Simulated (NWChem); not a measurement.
Everything below was run with NWChem. System: F2Sn, charge 0, spin multiplicity 1, at a geometry optimised with B3LYP/def2-SVP with def2 effective core potentials on Sn. The structure started from a generated list of species. Level: PBE0/x2c-SVPall-2c, spin-orbit ZORA.

Input file:

```
start mol
memory heap 200 mb stack 900 mb global 1100 mb
geometry units angstroms nocenter noautoz noautosym
  Sn     0.000000     0.000000     0.346181
  F      1.459591     0.000000    -0.961614
  F     -1.459591     0.000000    -0.961614
end
basis spherical
  * library x2c-svpall-2c
end
relativistic
  zora on
end
dft
  xc pbe0
  semidirect memsize 60000000 filesize 0
  iterations 100
  grid fine
end
task sodft energy
```

NWChem printed:

```
             Northwest Computational Chemistry Package (NWChem) 7.3.0
             --------------------------------------------------------

                                NWChem Input Module
                                -------------------

 Scaling coordinates for geometry "geometry" by  1.889725989
 (inverse scale =  0.529177249)

                             Geometry "geometry" -> ""
                             -------------------------

 Output coordinates in angstroms (scale by  1.889725989 to convert to a.u.)

  No.       Tag          Charge          X              Y              Z
 ---- ---------------- ---------- -------------- -------------- --------------
    1 Sn                  50.0000     0.00000000     0.00000000     0.34618100
    2 F                    9.0000     1.45959100     0.00000000    -0.96161400
    3 F                    9.0000    -1.45959100     0.00000000    -0.96161400

 Effective nuclear repulsion energy (a.u.)     257.7003022851

            Nuclear Dipole moment (a.u.)
            ----------------------------
        X                 Y               Z
 ---------------- ---------------- ----------------
     0.0000000000     0.0000000000    -0.0000037795


 Summary of "ao basis" -> "" (spherical)
 ------------------------------------------------------------------------------
       Tag                 Description            Shells   Functions and Types
 ---------------- ------------------------------  ------  ---------------------
 *                       x2c-svpall-2c                on all atoms

                                 NWChem DFT Module
                                 -----------------

 Summary of "ao basis" -> "ao basis" (spherical)
 ------------------------------------------------------------------------------
       Tag                 Description            Shells   Functions and Types
 ---------------- ------------------------------  ------  ---------------------
 Sn                      x2c-svpall-2c              18       50   6s8p4d
 F                       x2c-svpall-2c               6       14   3s2p1d

 Summary of "ao basis" -> "ao basis" (spherical)
[...]
   120    -0.000000  -0.071927  1 Sn d -1              86     0.000000   0.046753  1 Sn py

 Vector   71  Occ=0.000000D+00  E=-1.594961D-02
              MO Center= -5.4D-08, -5.6D-08,  6.4D-03, r^2= 5.0D-02
  Bfn.         Coefficient        Function           Bfn.         Coefficient        Function
  ----     -------------------  ------------         ----     -------------------  ------------
    22    -0.076866  -0.833682  1 Sn px                19    -0.030041  -0.325818  1 Sn px
    13     0.026397   0.286301  1 Sn px                53     0.018542   0.201107  2 F  s
    67    -0.018542  -0.201103  3 F  s                 44     0.016419   0.178081  1 Sn d  1
    70    -0.015878  -0.172213  3 F  pz                56     0.015878   0.172207  2 F  pz
    39    -0.013711  -0.148705  1 Sn d  1              73    -0.013695  -0.148531  3 F  pz

   alpha - beta orbital overlaps
   -----------------------------

   alpha      1      2      3      4      5      6      7      8      9     10
    beta      1      2      3      4      5      5      7      8      9     10
 overlap   1.166  1.508  1.771  1.784  0.900  0.203  1.272  1.270  1.272  1.627

   alpha     11     12     13     14     15     16     17     18     19     20
    beta     11     12     13     14     15      7      8      9     56     14
 overlap   1.644  1.634  1.246  1.227  1.265  0.015  0.014  0.015  0.082  0.066

   alpha     21     22     23     24     25     26     27     28     29     30
    beta      5     56     55      5      7      8      9      7      8      9
 overlap   0.097  0.043  0.066  0.124  0.016  0.017  0.016  0.066  0.069  0.067

   alpha     31     32     33     34     35     36     37     38     39     40
    beta     31     32     33     34     35     36     37     38     39     40
 overlap   1.125  1.125  1.125  1.126  1.125  1.099  1.097  1.100  1.111  1.102

   alpha     41     42     43     44     45     46     47     48     49     50
    beta     55     37     56     39     40     36     37     38     39     40
 overlap   0.035  0.030  0.030  0.027  0.027  0.019  0.019  0.019  0.020  0.019

   alpha     51     52     53     54     55     56     57     58     59     60
    beta     51     52     52     54     55     56     54     55     56     55
 overlap   1.076  0.380  0.293  0.394  0.406  0.402  0.280  0.291  0.285  0.006

   alpha     61     62     63     64     65     66     67     68     69     70
    beta     55     56     56     54     65     66     66     68     69     70
 overlap   0.005  0.006  0.006  0.006  1.076  0.380  0.293  0.394  0.406  0.402

   alpha     71     72     73     74     75     76     77     78
    beta     68     69     70     69     69     70     70     68
 overlap   0.280  0.291  0.285  0.006  0.005  0.006  0.006  0.006

     --------------------------
     Expectation value of S2:
     --------------------------
      <S2> =      0.0104 (Exact =     0.0000)

     Multipole analysis of the density
     ---------------------------------

     L   x y z        total         alpha         beta         nuclear
     -   - - -        -----         -----         ----         -------
     0   0 0 0     -0.000000    -34.000000    -34.000000     68.000000

     1   1 0 0     -0.000128     -0.000064     -0.000064      0.000000
     1   0 1 0      0.000000      0.000000      0.000000      0.000000
     1   0 0 1      1.399913      0.699958      0.699958     -0.000004

     2   2 0 0    -29.844328    -83.392512    -83.392512    136.940696
     2   1 1 0      0.000000      0.000000      0.000000      0.000000
     2   1 0 1      0.000203      0.000101      0.000101      0.000000
     2   0 2 0    -22.579616    -11.289808    -11.289808      0.000000
     2   0 1 1      0.000000      0.000000      0.000000      0.000000
     2   0 0 2    -27.492338    -54.164709    -54.164709     80.837079

 Task  times  cpu:       13.4s     wall:       13.4s

 Total times  cpu:       13.5s     wall:       13.5s
```
